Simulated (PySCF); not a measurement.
H7Si3, SMILES [SiH2][SiH2][SiH3] (connectivity only; charge and spin as stated), charge +1, multiplicity 1.

Geometry optimised at B3LYP-D3(BJ)/def2-SVP. The multiplicity is an assumed one; other spin states were not compared. The isomer is the one that the SMILES or the coordinates give; other isomers of the formula were not compared.

All values below come from TDA-PBE0/def2-SVPD (PySCF).

Vertical excitations. The molecule is in vacuum.

Computed excitation energies, oscillator strengths and character:
| state | energy (eV) | λ (nm) | f | main pairs |
|---|---|---|---|---|
| S1 | 3.60 | 344 | 0.151 | HOMO→LUMO 81 % |
| S2 | 4.05 | 306 | 0.022 | HOMO−1→LUMO 83 % |
| S3 | 4.31 | 287 | 0.000 | HOMO−2→LUMO 99 % |
| S4 | 4.90 | 253 | 0.002 | HOMO−4→LUMO 92 % |
| S5 | 4.97 | 250 | 0.083 | HOMO−3→LUMO 86 % |
| S6 | 5.60 | 221 | 0.001 | HOMO−5→LUMO 93 % |
| S7 | 6.68 | 186 | 0.000 | HOMO→LUMO+1 98 % |
| S8 | 6.85 | 181 | 0.096 | HOMO→LUMO+2 94 % |
| S9 | 7.66 | 162 | 0.179 | HOMO→LUMO+3 74 % |
| S10 | 7.82 | 159 | 0.064 | HOMO→LUMO+4 73 % |
| T1 | 2.35 | 528 | 0 | HOMO→LUMO 95 % |
| T2 | 3.46 | 359 | 0 | HOMO−1→LUMO 76 %, HOMO−3→LUMO 19 % |
| T3 | 4.21 | 294 | 0 | HOMO−2→LUMO 91 % |
| T4 | 4.52 | 274 | 0 | HOMO−4→LUMO 55 %, HOMO−5→LUMO 30 % |
Triplets are in the Tamm–Dancoff approximation.
